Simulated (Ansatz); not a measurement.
`C=C[Si](O)(O)F` + ethylene → `C=C[Si](O)(O)C=C` + H–F  (formal exchange of groups at the Si–F bond)

Gas-phase electronic energies from Ansatz, PBE0-D4/def2-TZVP geometries. CCSD(T)/CBS is the MP2 limit (def2-TZVPP, def2-QZVPP) plus CCSD(T) − MP2 in def2-TZVPP, frozen cores. This one scheme is used for every species. DFT in def2-TZVPP. One conformer a species, not always the lowest.

| level | ΔE (kcal/mol) |
| --- | --- |
| r2SCAN | 38.7 |
| HF/def2-TZVPP | 44.2 |
| CCSD(T)/def2-TZVPP | 36.7 |
| HF/def2-QZVPP | 44.6 |

**Question.** What does CCSD(T)/CBS give? (Best estimate.)

**Answer.** The calculation gave: +36.6 kcal/mol. The listed levels differ from it by 2.1, 7.6, 0.1, 8.0 kcal/mol.

Largest T1 diagnostic among the species: 0.012.

In def2-TZVPP, CCSD(T) changes the Hartree–Fock value by −7.5 kcal/mol (the triples alone add −1.2 kcal/mol) and MP2 by −8.4 kcal/mol. The D4 term adds −2.8 kcal/mol with B3LYP and −1.7 kcal/mol with PBE0; it sums over pairs of atoms, weighted by their polarisabilities, and B3LYP, whose exchange is more repulsive, gets the larger term. From PBE to PBE0 (25 % exact exchange), in def2-TZVPP and without D4, ΔE moves by +0.8 kcal/mol.

B3LYP here is the variant with VWN-RPA as its local correlation; programs differ in this.
